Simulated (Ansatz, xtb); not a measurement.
Molecule: H2Se2, charge 1, multiplicity 2. 
Structure (B3LYP-D3(BJ)/def2-TZVP (Ansatz, a program for electronic structure) minimum search):
```xyz
4

Se    -0.9075    -0.0038     0.7032
Se     0.9075     0.0038    -0.7032
H     -1.8503    -0.0314    -0.4390
H      1.8503     0.0314     0.4390
```
Charge +1, spin multiplicity 2.

Harmonic wavenumbers from GFN2-xTB (xtb, at its own minimum), cm⁻¹: 292, 352, 572, 752, 1992, 1998.

Question: Give the harmonic wavenumbers at B3LYP-D3(BJ)/def2-TZVP (Ansatz, finite differences of forces, unscaled).

Answer: 324, 421, 651, 868, 2365, 2371 cm⁻¹. Zero-point energy 10.0 kcal/mol.

Question: From these and the geometry, give the ideal-gas thermochemistry at 298.15 K and 1 atm (rigid rotor, harmonic oscillator).

Answer: Point group C2h, rotational symmetry number 2. Rotational constants 116, 2.394, 2.346 GHz. S(trans) 41.12, S(rot) 22.34, S(vib) 2.71, S(elec, spin only) 1.38, S 67.5 cal/(mol K). H(298) - H(0) 2.92 kcal/mol; G - E(el) -7.2 kcal/mol.
